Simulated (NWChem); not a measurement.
# BeHSeBr; SMILES [SeH][Be][Br]

```xyz
4

Be    -0.0054     0.0475     0.0028
Br    -0.0997    -1.9110     0.0033
Se     0.1280     2.0711     0.0023
H     -1.3432     2.1721    -0.0036
```
Atoms are numbered in this order, from 1.

Structure relaxed at the PBE0/def2-SVP level.

Spin-orbit effects, on the heavy nuclei and on their neighbours, are missing.

### Question
Give the principal values of the shielding tensors (ppm) of Be1, Br2, Se3 from PBE0/pcSseg-1, GIAO (NWChem), with their diamagnetic and paramagnetic parts as GIAO splits them.

### Answer
```csv
atom,σ11,σ22,σ33,isotropic,diamagnetic,paramagnetic
Be1,44.6,47.8,164.0,85.5,143.8,-58.3
Br2,2280.1,2444.5,3084.8,2603.1,3125.3,-522.2
Se3,2084.9,2216.0,2447.0,2249.3,3001.4,-752.1
```
